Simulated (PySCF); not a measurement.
Estimate the missing entries of this data sheet.

Compound: C3H12N2Si.
InChI=1S/C3H12N2Si/c1-3(2)5-6-4/h3,5H,4,6H2,1-2H3

Conformer (atom-mapped SMILES and torsion angles): `[CH3:1][CH:2]([CH3:3])[NH:4][SiH2:5][NH2:6]`: C1–C2–N4–Si5 70°, C2–N4–Si5–N6 -156°, H–N6–Si5–N4 -154°, H–N6–Si5–N4 60°.

| property | level | value |
| --- | --- | --- |
| point group | PBE0-D3(BJ)/def2-SVP | C1 |
| rotational constants A, B, C | PBE0-D3(BJ)/def2-SVP | 5.394, 1.477, 1.340 GHz |
| dipole moment | CAM-B3LYP/def2-SVPD | ? |
| HOMO energy | CAM-B3LYP/def2-SVPD | -8.03 eV |
| LUMO energy | CAM-B3LYP/def2-SVPD | 1.24 eV |
| lowest singlet excitation | TDDFT CAM-B3LYP/def2-SVPD | ? |
| strongest line among the 10 lowest singlet transitions | TDDFT CAM-B3LYP/def2-SVPD | ? |
| lowest triplet excitation (Tamm–Dancoff) | TDA CAM-B3LYP/def2-SVPD | ? |
| static isotropic polarisability | CAM-B3LYP/def2-SVPD | 80.8 au |
| vertical ionisation energy | ΔSCF CAM-B3LYP/def2-SVPD | 8.70 eV |
| electronic spatial extent ⟨r²⟩ about the centre of nuclear charge | CAM-B3LYP/def2-SVPD | ? |
| 13C chemical shifts (computed TMS as zero) by class | GIAO HF/pcSseg-1 | 39.6 (1 C), 26.8 (2 C) ppm |
| 1H chemical shifts (computed TMS as zero) by class | GIAO HF/pcSseg-1 | 4.36 (2 H), 2.43 (1 H), 1.19 (6 H), 0.73 (1 H), 0.33 (2 H) ppm |
| isotropic shieldings of nuclei other than C and H, by class | GIAO HF/pcSseg-1 | 230 (1 N), 258 (1 N), 440 (1 Si) ppm |

Gas-phase values; electronic properties from PySCF, density fitting. The structure is a single PBE0-D3(BJ)/def2-SVP conformer in the gas phase; no vibrational or solvent corrections. NMR classes are plain means over equivalent atoms (diastereotopic ones count apart unless rotation or inversion swaps them), as if these changed places fast; in this geometry the members of some classes differ.

(1) What is the electronic spatial extent ⟨r²⟩ about the centre of nuclear charge?

(2) What is the strongest line among the 10 lowest singlet transitions?

(3) What is the dipole moment?

(4) What is the lowest singlet excitation?

(5) What is the lowest triplet excitation (Tamm–Dancoff)?

## Answers

(1) 987 bohr².

(2) S6 at 7.67 eV (162 nm, f = 0.046).

(3) 0.77 D.

(4) 6.23 eV (199 nm, f = 0.017).

(5) 6.01 eV.

The polarisability is 11.97 Å³ as a volume (1 au = 0.148185 Å³), or 1.39 au for each of the 58 electrons. The dipole equals about 2.6 × 10⁻³⁰ C·m (1 D = 3.33564 × 10⁻³⁰ C·m). The rotational constants make it an asymmetric top with κ = (2B − A − C)/(A − C) = -0.93, nearer the prolate limit (−1).
